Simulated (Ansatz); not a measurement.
A run on C3H9NZn, SMILES `[CH3][Zn][N](C)C` with other settings.

```yaml
crystal:
  periodic: [false, false, false]
  atoms:
    - {symbol: C, position_ang: [-1.356870, 2.427056, 1.019232]}
    - {symbol: Zn, position_ang: [-0.573577, 0.450585, 0.480611]}
    - {symbol: N, position_ang: [0.266179, -0.634613, -0.150563]}
    - {symbol: C, position_ang: [0.367264, -0.737644, -1.576851]}
    - {symbol: C, position_ang: [1.013229, -1.442507, 0.446157]}
    - {symbol: H, position_ang: [-0.803534, 2.681771, 1.799708]}
    - {symbol: H, position_ang: [-2.342830, 1.920966, 1.509675]}
    - {symbol: H, position_ang: [-2.003371, 2.891110, 0.539705]}
    - {symbol: H, position_ang: [-0.221739, -1.663642, -2.015150]}
    - {symbol: H, position_ang: [-0.273148, -0.240225, -2.556621]}
    - {symbol: H, position_ang: [1.389231, -1.145546, -2.042278]}
    - {symbol: H, position_ang: [0.881730, -2.556878, 0.635192]}
    - {symbol: H, position_ang: [1.970248, -1.649374, -0.108527]}
    - {symbol: H, position_ang: [0.949348, -1.174664, 1.272083]}
basis:
  gaussian: {orbitals: def2-TZVP, point_charges: [{charge: -1.00, position_ang: [6.218, -0.689, -0.605]}]}
total_charge: 1
magnetization: {spin_polarized: false, initial_magnetization: 1}
hamiltonian: {xc: {name: SPW92}}
accuracy: high
output: {forces: true}
```

```sh
$ ansatz run in.yaml --threads 2 --pin off --events-out ev --progress --plain --max-ram 32768MiB --backend cpu
```

Shortened log:

```
Functional definition: SPW92
4309 factors; integrals over basis functions are off by at most 6.6e-8 eV
mean field evaluation 1: about -52960.3983 eV, gradient 2.1e2 eV
mean field evaluation 2: about -52960.3865 eV, gradient 2.1e2 eV
mean field evaluation 4: about -53011.3292 eV, gradient 8.7e1 eV
mean field evaluation 8: about -53033.5101 eV, gradient 8.2e0 eV
mean field evaluation 16: about -53033.7352 eV, gradient 3.5e-2 eV
mean field -53033.73516708 eV, -1948.9538198335 hartree, gradient 4.5e-8 eV, S^2 0.750000; 6 other end points of the search recorded, 0 dependent functions left out
reference -53033.73517179 eV, -1948.9538200063 hartree; 32, 31 occupied and 194, 195 virtual orbitals, 4309 factors
Total energy: -53033.73517179 eV, -1948.9538200063 hartree
Atom 0 at    -1.356870     2.427056     1.019232 Å, force     1.290899   -10.434404     2.293402 eV/Å
Atom 1 at    -0.573577     0.450585     0.480611 Å, force    -8.950787    13.761247     5.605315 eV/Å
Atom 2 at     0.266179    -0.634613    -0.150563 Å, force     2.214019    -6.220026   -12.466646 eV/Å
Atom 3 at     0.367264    -0.737644    -1.576851 Å, force    -0.942811    -2.265527    -5.226539 eV/Å
Atom 4 at     1.013229    -1.442507     0.446157 Å, force     5.974714    -8.936638    -8.637291 eV/Å
Atom 5 at    -0.803534     2.681771     1.799708 Å, force     2.520224     2.046685     3.274541 eV/Å
Atom 6 at    -2.342830     1.920966     1.509675 Å, force     1.752673     0.028118     0.199074 eV/Å
Atom 7 at    -2.003371     2.891110     0.539705 Å, force    -4.690401     5.624481    -5.822283 eV/Å
Atom 8 at    -0.221739    -1.663642    -2.015150 Å, force     0.427211     0.211018     1.548981 eV/Å
Atom 9 at    -0.273148    -0.240225    -2.556621 Å, force     1.676019     0.567245     3.210151 eV/Å
Atom 10 at     1.389231    -1.145546    -2.042278 Å, force    -1.287080     1.420492     1.373982 eV/Å
Atom 11 at     0.881730    -2.556878     0.635192 Å, force    -1.144997    -0.115120    -0.749241 eV/Å
Atom 12 at     1.970248    -1.649374    -0.108527 Å, force     0.499795     0.565160     0.755718 eV/Å
Atom 13 at     0.949348    -1.174664     1.272083 Å, force     1.062673     3.795708    14.619367 eV/Å
Dipole moment:     0.526841    -1.004260    -0.374334 e Å
```

Run time 47 s (2 threads of a server CPU on a shared host); peak host memory 1.6 GiB.
